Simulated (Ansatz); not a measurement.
Species: KF, charge 1, multiplicity 2. SMILES of the parent species: [K][F]

Atoms: K1, F2. Bonds: K1-F2.

Bond lengths (Å) and angles (degrees) optimised at HF/6-31G* with LANL2DZ past Ar with Ansatz (an electronic-structure program); B3LYP/LANL2DZ with Ansatz; MP2/6-31G* with LANL2DZ past Ar with Ansatz, each started from the B3LYP-D3(BJ)/def2-TZVP structure (Ansatz) of the last column. A row stands for all coordinates that are equal there. 6-31G* holds six Cartesian d functions.

```tsv
coordinate	HF/6-31G* with LANL2DZ past Ar	B3LYP/LANL2DZ	MP2/6-31G* with LANL2DZ past Ar	B3LYP-D3(BJ)/def2-TZVP
K1-F2	3.036	3.078	3.069	3.004
```

Mean signed difference of all 1 bond lengths from B3LYP-D3(BJ)/def2-TZVP: HF/6-31G* with LANL2DZ past Ar 0.032 Å, B3LYP/LANL2DZ 0.074 Å, MP2/6-31G* with LANL2DZ past Ar 0.065 Å.
